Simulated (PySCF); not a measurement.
H2Se, charge +1, multiplicity 2. Atoms are numbered in the order given.

```xyz
3

Se     0.0000     0.0000    -0.0577
H      0.0000    -1.0670     0.9804
H      0.0000     1.0670     0.9804
```
Charge +1, spin multiplicity 2.

Geometry: B3LYP-D3(BJ)/def2-TZVPD. The multiplicity is an assumed one; other spin states were not compared.

Level of theory: TDA-PBE/def2-TZVPD run with PySCF.

Vertical excitations. Gas-phase values at a fixed geometry.

```
state    energy (eV)  λ (nm)      f                                                                          main pairs
-------  -----------  ------  -----  ----------------------------------------------------------------------------------
root 1          3.18     390  0.003                                                                    β HOMO→LUMO 99 %
root 2          4.63     268  0.000                                                                  β HOMO−1→LUMO 99 %
root 3          7.06     176  0.000                                                                    α HOMO→LUMO 99 %
root 4          7.69     161  0.000                                              α HOMO−1→LUMO 43 %, β HOMO→LUMO+1 53 %
root 5          7.92     157  0.001                                                                  α HOMO→LUMO+1 98 %
root 6          8.53     145  0.000  α HOMO−1→LUMO+1 30 %, α HOMO−2→LUMO 18 %, β HOMO→LUMO+2 30 %, β HOMO−1→LUMO+1 20 %
root 7          9.49     131  0.000  α HOMO−2→LUMO 28 %, α HOMO−1→LUMO+1 16 %, β HOMO−1→LUMO+1 33 %, β HOMO→LUMO+2 23 %
root 8          9.73     127  0.057    α HOMO−1→LUMO 44 %, α HOMO−2→LUMO+1 7 %, β HOMO→LUMO+1 33 %, β HOMO−1→LUMO+2 7 %
root 9          9.90     125  0.066   α HOMO−1→LUMO+1 44 %, α HOMO−2→LUMO 11 %, β HOMO→LUMO+2 38 %, β HOMO−1→LUMO+1 6 %
root 10        10.33     120  0.000                                          α HOMO−2→LUMO+1 51 %, β HOMO−1→LUMO+2 45 %
```
Unrestricted roots are not spin-pure.
